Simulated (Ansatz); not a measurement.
H2Au2, relaxed as a singlet with RKS r2SCAN-D4/def2-TZVP in Ansatz, starting from the GFN1-xTB geometry. Force threshold 0.02 eV/Å.

In the def2 sets Au takes a core potential; there is no spin–orbit coupling. The structure comes from a short search, and lower isomers may exist.

Start:

```xyz
4

Au   -0.317   -0.281   -0.463
Au    0.927    0.820    1.353
H    -0.374   -1.558    0.384
H    -0.235    1.019   -1.274
```

Q: Estimate the energy that the relaxation releases and the steps that it takes.

A: 1.58 eV, in 16 steps; 26 s on 4 threads of Arm Neoverse V1 on a shared host. The force fell under the threshold at step 4, but the optimiser went on and released 1.355 eV more. No frequencies were taken in this run, so the end may be a saddle point.

Q: Does the start keep its bonding?

A: Bonds formed: Au2–H3 (atoms count from 1).

Q: Predict the relaxed structure.

A: 
```
atom   x (Å)   y (Å)   z (Å)
 Au1  -0.117   0.402  -0.554
 Au2   0.814  -0.217   1.900
  H3  -0.008  -0.888   0.657
  H4  -0.690   0.702  -2.002
```
Bond lengths (bridged metal pairs left out): 3 × Au–H 1.59 to 1.77 Å.
